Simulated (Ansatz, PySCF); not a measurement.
Stretching the H–H spacing in H4 chain (multiplicity 1 held). Energies count from the point at 0.900 Å.
Geometry at that point (charge 0, multiplicity 1):
```xyz
4

H      0.0000     0.0000     0.0000
H      0.0000     0.0000     0.9000
H      0.0000     0.0000     1.8000
H      0.0000     0.0000     2.7000
```

Restricted levels (R-, RO-) in cc, def2 and unpolarised 6-31G sets keep to the state of the molecule at rest. Active spaces are followed from rest. Full CI gives the lowest state of the spin. Curves can end on different states.

Rows in 6-31G* carry no dispersion term and start afresh at each structure (6-31G* with six Cartesian d functions).

Programs: Ansatz (a quantum-chemistry and plane-wave program); PySCF for 6-31G* rows. Each number belongs to the level named beside it.

Energies in eV.

```json
[
 {"R (Å)": "0.700", "R-r2SCAN/cc-pVTZ": "1.51", "R-MP2/6-31G*": "1.51", "R-MP2/cc-pVTZ": "1.43", "R-CCSDT(Q)/cc-pVTZ": "1.52", "FIC-NEVPT4(SD) on CASSCF(4,4)/cc-pVTZ": "1.52", "FCI/cc-pVTZ": "1.52"},
 {"R (Å)": "0.800", "R-r2SCAN/cc-pVTZ": "0.25", "R-MP2/6-31G*": "0.24", "R-MP2/cc-pVTZ": "0.20", "R-CCSDT(Q)/cc-pVTZ": "0.26", "FIC-NEVPT4(SD) on CASSCF(4,4)/cc-pVTZ": "0.26", "FCI/cc-pVTZ": "0.26"},
 {"R (Å)": "0.900", "R-r2SCAN/cc-pVTZ": "0.00", "R-MP2/6-31G*": "0.00", "R-MP2/cc-pVTZ": "0.00", "R-CCSDT(Q)/cc-pVTZ": "0.00", "FIC-NEVPT4(SD) on CASSCF(4,4)/cc-pVTZ": "0.00", "FCI/cc-pVTZ": "0.00"},
 {"R (Å)": "1.100", "R-r2SCAN/cc-pVTZ": "0.93", "R-MP2/6-31G*": "0.96", "R-MP2/cc-pVTZ": "1.03", "R-CCSDT(Q)/cc-pVTZ": "0.88", "FIC-NEVPT4(SD) on CASSCF(4,4)/cc-pVTZ": "0.88", "FCI/cc-pVTZ": "0.88"},
 {"R (Å)": "1.300", "R-r2SCAN/cc-pVTZ": "2.55", "R-MP2/6-31G*": "2.60", "R-MP2/cc-pVTZ": "2.74", "R-CCSDT(Q)/cc-pVTZ": "2.38", "FIC-NEVPT4(SD) on CASSCF(4,4)/cc-pVTZ": "2.38", "FCI/cc-pVTZ": "2.38"},
 {"R (Å)": "1.500", "R-r2SCAN/cc-pVTZ": "4.27", "R-MP2/6-31G*": "4.31", "R-MP2/cc-pVTZ": "4.53", "R-CCSDT(Q)/cc-pVTZ": "3.87", "FIC-NEVPT4(SD) on CASSCF(4,4)/cc-pVTZ": "3.87", "FCI/cc-pVTZ": "3.87"},
 {"R (Å)": "1.800", "R-r2SCAN/cc-pVTZ": "6.56", "R-MP2/6-31G*": "6.59", "R-MP2/cc-pVTZ": "6.89", "R-CCSDT(Q)/cc-pVTZ": "5.60", "FIC-NEVPT4(SD) on CASSCF(4,4)/cc-pVTZ": "5.60", "FCI/cc-pVTZ": "5.62"},
 {"R (Å)": "2.100", "R-r2SCAN/cc-pVTZ": "8.38", "R-MP2/6-31G*": "8.34", "R-MP2/cc-pVTZ": "8.69", "R-CCSDT(Q)/cc-pVTZ": "6.66", "FIC-NEVPT4(SD) on CASSCF(4,4)/cc-pVTZ": "6.63", "FCI/cc-pVTZ": "6.67"},
 {"R (Å)": "2.500", "R-r2SCAN/cc-pVTZ": "10.13", "R-MP2/6-31G*": "9.77", "R-MP2/cc-pVTZ": "10.22", "R-CCSDT(Q)/cc-pVTZ": "7.35", "FIC-NEVPT4(SD) on CASSCF(4,4)/cc-pVTZ": "7.25", "FCI/cc-pVTZ": "7.29"},
 {"R (Å)": "3.000", "R-r2SCAN/cc-pVTZ": "11.46", "R-MP2/6-31G*": "10.24", "R-MP2/cc-pVTZ": "10.95", "R-CCSDT(Q)/cc-pVTZ": "7.62", "FIC-NEVPT4(SD) on CASSCF(4,4)/cc-pVTZ": "7.47", "FCI/cc-pVTZ": "7.52"},
 {"R (Å)": "3.600", "R-r2SCAN/cc-pVTZ": "12.30", "R-MP2/6-31G*": "9.35", "R-MP2/cc-pVTZ": "10.53", "R-CCSDT(Q)/cc-pVTZ": "7.64", "FIC-NEVPT4(SD) on CASSCF(4,4)/cc-pVTZ": "7.52", "FCI/cc-pVTZ": "7.57"}
]
```

Doubts at one or more of the structures used: a restricted determinant that unrestricted orbitals would lower (R-r2SCAN/cc-pVTZ, R-MP2/6-31G*, R-MP2/cc-pVTZ, R-CCSDT(Q)/cc-pVTZ); T1 above 0.05 (R-CCSDT(Q)/cc-pVTZ); other coupled-cluster roots lie near (R-CCSDT(Q)/cc-pVTZ).
